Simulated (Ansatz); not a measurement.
A single point on `[Cl][Al@H-]1[OH+][Al@H-]([Cl])[OH+]1`.

```yaml
crystal:
  periodic: [false, false, false]
  atoms:
    - {symbol: Cl, position_ang: [0.491000, -1.297569, 2.683707]}
    - {symbol: Al, position_ang: [0.996053, -0.643094, 0.743908]}
    - {symbol: O, position_ang: [-0.296116, -1.043573, -0.505297]}
    - {symbol: Al, position_ang: [-0.996204, 0.642853, -0.744036]}
    - {symbol: Cl, position_ang: [-0.490708, 1.297893, -2.683528]}
    - {symbol: O, position_ang: [0.295976, 1.043335, 0.505161]}
    - {symbol: H, position_ang: [2.450079, -0.887940, 0.207997]}
    - {symbol: H, position_ang: [-0.212158, -1.701507, -1.196134]}
    - {symbol: H, position_ang: [-2.449990, 0.888269, -0.207730]}
    - {symbol: H, position_ang: [0.212079, 1.701333, 1.195941]}
basis:
  gaussian: {orbitals: def2-QZVPP}
correlation: {method: mp2}
```

```sh
$ ansatz run in.yaml --threads 4 --pin off --events-out ev --progress --plain
```

Shortened log:

```
Functional definition: HF
3054 factors; integrals over basis functions are off by at most 6.2e-4 eV
mean field evaluation 1: about -42319.7169 eV, gradient 5.1e1 eV
mean field evaluation 2: about -42319.8755 eV, gradient 5.1e1 eV
mean field evaluation 4: about -42324.7961 eV, gradient 3.6e0 eV
mean field evaluation 8: about -42324.8500 eV, gradient 2.0e-1 eV
mean field -42324.85014833 eV, -1555.4095541372 hartree, gradient 3.2e-6 eV, S^2 0.000000; 0 other end points of the search recorded, 0 dependent functions left out
22 core orbitals not correlated: weight in the atoms' cores, before any rotation towards them, 1.000 or more for the frozen orbitals, at most 0.000 for the correlated occupied ones
reference -42324.85014833 eV, -1555.4095541372 hartree; 18, 18 occupied and 474, 474 virtual orbitals, 3054 factors
second order -30.28288232 eV of doubles, -0.00000000 eV of singles
Total energy: -42355.13303065 eV, -1556.5224295359 hartree
```

Run time 78 s (4 threads of a server CPU on a shared host); peak host memory 3.5 GiB.
